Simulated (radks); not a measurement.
Task: Radial electron density D(r) = 4 pi r^2 rho(r) of an atom or ion with 22 electrons. All-electron calculation, scalar-relativistic Kohn-Sham, PBE, spin-unpolarised, spherical densities, point nucleus. Program: a radial shooting solver on a logarithmic mesh with Libxc functionals.

| r (bohr) | D(r) (e/bohr) |
|---|---|
| 0.007823 | 4.098 |
| 0.01027 | 6.297 |
| 0.01359 | 9.460 |
| 0.01783 | 13.44 |
| 0.02341 | 18.03 |
| 0.03073 | 22.47 |
| 0.04065 | 25.57 |
| 0.05336 | 25.91 |
| 0.07004 | 23.47 |
| 0.09193 | 20.30 |
| 0.1216 | 19.86 |
| 0.1597 | 23.61 |
| 0.2096 | 27.71 |
| 0.2751 | 25.94 |
| 0.364 | 17.21 |
| 0.4777 | 9.444 |
| 0.6271 | 8.306 |
| 0.8231 | 10.27 |
| 1.089 | 9.135 |
| 1.429 | 5.320 |
| 1.876 | 2.320 |
| 2.463 | 1.057 |
| 3.259 | 0.6116 |
| 4.277 | 0.3443 |
| 5.614 | 0.1415 |
| 7.369 | 0.03854 |
| 9.751 | 0.006034 |
| 12.8 | 0.0005553 |

What is the nuclear charge?

Result: Z = 22. The innermost maximum, from 1s, lies near gamma/Z bohr with gamma = sqrt(1 - (Z/c)^2) = 0.987, here 0.0449 bohr (found: 0.0481), and its height grows with Z. The density is that of neutral titanium in [Ar] 3d3.25 4s0.75; the configuration itself is not fixed sharply by these data, and Z only to about a unit. D(r) has 3 maxima, at r = 0.0481, 0.227, 0.885 bohr, and minima at 0.109, 0.570 bohr, inside which lie 2.13, 10.45 electrons.
